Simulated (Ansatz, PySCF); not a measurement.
Gas-phase reaction in SMILES: C[C@@H]1CC[C@H](C)C1 -> C[C@H]1C[CH]CC1 + [CH3] (CH3) (the C-C bond at the site shown breaks; other sites are not compared here)
Geometries: B3LYP-D3(BJ)/def2-TZVP minima from Ansatz (a program for electronic structure), one conformer each, not searched for the lowest. Frequencies are from Ansatz or PySCF.

Property: bond dissociation energy (enthalpy at 298 K, with B3LYP-D3(BJ) rigid-rotor harmonic-oscillator terms), in eV. Correlated levels leave the core frozen unless marked. UHF or UKS for open shells. Spin-orbit coupling is left out. Non-relativistic. CBS marks a two-point X^-3 extrapolation of the correlation energy; Hartree-Fock from the larger set. [CCSD(T)-MP2]/basis is that difference in the basis named.

```csv
level,program,bond dissociation energy (eV)
SVWN5/def2-TZVPD,Ansatz,4.32
BLYP-D4/def2-TZVPD,Ansatz + dftd4,3.43
B3LYP-D4/def2-TZVPD,Ansatz + dftd4,3.47
PBE0/def2-SVP,Ansatz,3.63
PBE0-D3(BJ)/def2-TZVPD,Ansatz + dftd3,3.58
r2SCANh/def2-TZVPD,Ansatz,3.27
HSE06/def2-TZVPD,Ansatz,3.50
```

Task: What does RI-MP2/CBS(cc-pVTZ,cc-pVQZ)+[CCSD(T)-MP2]/cc-pVTZ (Ansatz) give?

Result: 3.76 eV
